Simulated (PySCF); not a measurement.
Correlation energy of Os⁺ (osmium, charge +1)

[Xe] 4f14 5d6 6p1, one real determinant (an excited configuration). Calculation: PySCF 2.14, in x2c-TZVPPall with one added diffuse shell each of s, p, d, f type (12s8p8d4f1g, 113 functions); the spin-free X2C one-electron Hamiltonian (Gaussian nucleus). Frozen: [Xe] 4f14; 7 electrons correlated.

```
  level  correlation energy (mhartree)
   CCSD                        -117.56
    (T)                          -4.93
CCSD(T)                        -122.49
```

Diagnostics: T1 = 0.0090, D1 = 0.0252, largest double amplitude 0.085.

The real determinant used has ⟨L²⟩ near 8 against 12 for a pure F term, so it mixes terms. Spin-orbit coupling, absent here, splits the open shell strongly.

Cost of the coupled-cluster step: roughly 40 core-seconds, for 7 correlated electrons.

The reference is one real determinant that mixes LS terms of this configuration.
